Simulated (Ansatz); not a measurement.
[WO3Br]- (WBrO₃⁻), relaxed as a singlet with RKS B3LYP-D4/def2-SVPD in Ansatz, starting from the GFN2-xTB geometry. Force threshold 0.02 eV/Å.

In the def2 sets W takes a core potential; there is no spin–orbit coupling. The relaxation made no stability test and no search for a lower SCF solution.

Start:

Cartesian coordinates in Å:
```
W -0.115 0.103 0.202
O -1.035 -1.187 0.826
O 1.190 0.594 1.180
O -1.026 1.375 -0.472
Br 0.986 -0.885 -1.736
```

Problem. Estimate the energy that the relaxation releases and the steps that it takes.

Solution. 51.5 kJ/mol, in 5 steps; 12 s on 4 threads of Arm Neoverse V1 on a shared host. No frequencies were taken in this run, so the end may be a saddle point.

Problem. Does the start keep its bonding and symmetry?

Solution. By distances, no bond broke or formed. The bond that changes most is W1–Br5, from 2.44 to 2.54 Å (atoms count from 1). Point group C3v at the start, C3v at the end, both within 0.05 Å.

Problem. Predict the relaxed structure.

Solution. 
```xyz
5

W    -0.069    0.062    0.122
O    -1.077   -1.139    0.905
O     1.137    0.634    1.257
O    -1.067    1.409   -0.388
Br    1.076   -0.966   -1.897
```
Bond lengths: 3 × O–W 1.75 Å; 1 × Br–W 2.54 Å.
